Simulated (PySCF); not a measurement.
C4H4OSe, SMILES C=C1[Se]CC1=O. Atoms are numbered in the order given.

```xyz
10

C      2.0089     1.1255     0.0000
C      0.7848     0.5902     0.0000
Se     0.0421    -1.1933     0.0000
C     -1.5111     0.0668     0.0000
C     -0.5535     1.2693     0.0000
O     -0.8195     2.4399     0.0000
H      2.1034     2.2157     0.0000
H      2.9201     0.5235     0.0000
H     -2.1366     0.0022     0.9018
H     -2.1366     0.0022    -0.9018
```

Geometry optimised at B3LYP-D3(BJ)/def2-SVP. This is a generated structure with no PubChem entry under its InChIKey; it may be hypothetical.

Two levels are set side by side: PBE/pcSseg-1 (PySCF) and HF/pcSseg-1 (PySCF). GIAO shifts against H2O (¹⁷O), Me2Se (⁷⁷Se), TMS (¹H), TMS (¹³C) at the same level; non-relativistic, no solvent, atoms listed together averaged. Differences are taken from unrounded values.

```
quantity                   HF
----------------------  -----
δ(¹³C) of C1 (ppm)      133.2
δ(¹³C) of C2 (ppm)      162.3
δ(⁷⁷Se) of Se3 (ppm)    334.5
δ(¹³C) of C4 (ppm)       50.7
δ(¹³C) of C5 (ppm)      197.6
δ(¹⁷O) of O6 (ppm)      642.8
δ(¹H) of H9, H10 (ppm)   4.36
```

Question: What does PBE give, and how far is it from HF? (An estimate is asked for; the answer gives what the named calculation found.)

Answer: 
```tsv
quantity	PBE	PBE minus HF
δ(¹³C) of C1 (ppm)	119.4	-13.8
δ(¹³C) of C2 (ppm)	175.0	12.6
δ(⁷⁷Se) of Se3 (ppm)	325.3	-9.2
δ(¹³C) of C4 (ppm)	60.8	10.1
δ(¹³C) of C5 (ppm)	191.8	-5.8
δ(¹⁷O) of O6 (ppm)	648.3	5.5
δ(¹H) of H9, H10 (ppm)	4.49	0.13
```

Rough cost on one machine, each run with all the roots and properties that it gave: HF against PBE within a factor of 2.
